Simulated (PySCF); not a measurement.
Gas-phase reaction: Ge₃H₈ + c-Si₃H₆ + 2 H₂ = 3 H₃SiGeH₃

Method: PySCF energies plus ideal-gas RRHO corrections (1 bar). † marks an energy on the PBE0/def2-TZVP geometry and frequencies; other levels use their own. All species are closed-shell singlets. Ge: all electrons, no relativistic terms. c-Si₃H₆: computed as isolated molecules; such fragments, hydroxides, amides, oligomers or adducts are transient or little studied in the gas. The harmonic model lacks anharmonicity and excited electronic states, which grow with temperature; levels with a mode under 35 cm⁻¹ are left out. Internal rotation in Ge₃H₈, H₃SiGeH₃ is treated as a harmonic vibration of one conformer, which makes the entropy rough.

```json
[
 {"level": "M06-2X/def2-TZVP†", "ΔE electronic, kJ": "-146", "ΔH°(298 K), kJ": "-130", "ΔS°(298 K), J/K": "-77", "ΔG°(2500 K), kJ": "114"},
 {"level": "PBE/def2-SVP", "ΔE electronic, kJ": "-148", "ΔH°(298 K), kJ": "-132", "ΔS°(298 K), J/K": "-79", "ΔG°(2500 K), kJ": "115"},
 {"level": "PBE/def2-TZVP†", "ΔE electronic, kJ": "-132", "ΔH°(298 K), kJ": "-116", "ΔS°(298 K), J/K": "-77", "ΔG°(2500 K), kJ": "128"},
 {"level": "r2SCAN/def2-TZVP†", "ΔE electronic, kJ": "-142", "ΔH°(298 K), kJ": "-126", "ΔS°(298 K), J/K": "-77", "ΔG°(2500 K), kJ": "118"},
 {"level": "LDA/def2-TZVP†", "ΔE electronic, kJ": "-143", "ΔH°(298 K), kJ": "-127", "ΔS°(298 K), J/K": "-77", "ΔG°(2500 K), kJ": "117"}
]
```
ΔH° is lowest at PBE/def2-SVP and highest at PBE/def2-TZVP†. No reference value is set beside these.
